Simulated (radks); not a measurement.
Numerical settings for the terbium ion Tb2+, [Xe] 4f9. Calculated with a radial shooting solver on a logarithmic mesh with Libxc functionals: Dirac Kohn-Sham, LDA (Slater exchange, Perdew-Wang correlation), spin-unpolarised, spherical densities, finite nucleus; open shells fill j = l - 1/2 first; Fermi nuclear charge, rms radius 5.06 fm. The defaults (mesh step 0.008 in ln r, mesh end at 40 bohr or more with all orbitals vanishing there, Anderson mixing 0.5 over 9 steps, residual threshold near 1e-9 with the energy settled to 1e-9 hartree or 1e-11 of itself, here a cap of 97 iterations) give E = -11709.6027 hartree and 4f7/2 at -16.627 eV in 14 iterations. Run on one thread of a shared host, so times are rough (Arm Neoverse V2): 0.13 s of CPU time, 0.13 s wall, 14 iterations on 2254 mesh points. Changes against that run (0 stands for a change within the tolerance of the run):

setting                    iterations  converged  E (mhartree)  e(4f7/2) (meV)  CPU (s)
mesh step in ln r 0.2               4         no      diverged               -     0.01
mesh step in ln r 0.12              4         no      diverged               -     0.01
mesh step in ln r 0.05             14        yes        +0.124         -0.0388     0.03
mesh end (bohr) 20                 14        yes             0               0     0.13
mesh end (bohr) 8                  14        yes      +0.00877           +1.16     0.12
residual threshold 1e-16           97         no             0               0     0.39
residual threshold 1e-05           11        yes             0          +0.174     0.11
mixing 0.05                        20        yes             0               0     0.17
linear mixing, mixing 0.2          86        yes             0               0     0.53
linear mixing, mixing 1            97         no     +1.51e+05       -7.93e+05      2.7
mixing history 2                   29        yes             0               0     0.21
iteration cap 8                     8         no        +0.058           +92.7     0.08

No run marked as converged misses the energy by more than 1 mhartree. A mesh that ends early acts as a hard wall.
